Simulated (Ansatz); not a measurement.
Cartesian coordinates in Å:
```
B 1.6933 0.9921 -0.4715
Se 0.4294 1.4941 -1.7706
Al -0.5793 0.5877 0.1851
C -1.0874 -1.2913 0.1811
H 1.3156 0.5140 0.6132
H 2.8757 1.0747 -0.5532
H -1.0315 1.6393 1.2766
H -0.4521 -1.8899 -0.4757
H -2.1184 -1.4011 -0.1716
H -1.0455 -1.7197 1.1866
```

Charge 0, multiplicity 1.

Question: List the PBE0/def2-TZVPP orbital energies in eV (Ansatz). (Estimate.)

Answer: Ansatz gave: Occupied: -12361.51, -1584.33, -1527.89, -1421.33, -1421.33, -1421.31, -277.51, -214.74, -186.02, -158.23, -158.21, -158.17, -113.74, -73.83, -73.72, -73.62, -58.24, -58.22, -58.20, -58.17, -58.17, -20.00, -19.07, -14.72, -12.17, -11.20, -11.13, -9.97, -9.67, -8.69, -7.98, -7.60. Lowest empty: -1.95, -0.19, 0.50, 0.88, 1.53, 1.76, 2.29, 2.59.
